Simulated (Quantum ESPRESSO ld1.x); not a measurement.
Task: These are the eigenvalues of the occupied orbitals of an atom or ion with whole-number occupations (hartree). Method: scalar-relativistic Kohn-Sham, revPBE, spin-unpolarised, spherical densities, point nucleus; computed with ld1.x of Quantum ESPRESSO 7.5.

orbital  eigenvalue
1s         -489.939
2s         -64.1673
2p         -56.6415
3s         -9.22280
3p         -6.84632
3d         -2.91883
4s         -1.14497
4p         -0.66496

Which element is it, and in what charge state? The configuration may be excited.

Result: Z = 35, bromine, charge +1: Br+ in [Ar] 3d10 4s1 4p5. The list shows which subshells hold electrons but not how many an open one holds; the 1s level, -489.94 hartree, gives Z - s = 31.3 by -(Z - s)^2/2, which with screening and relativity narrows Z to a few neighbours, and the depths of the outer levels then fix element, charge and occupations together.
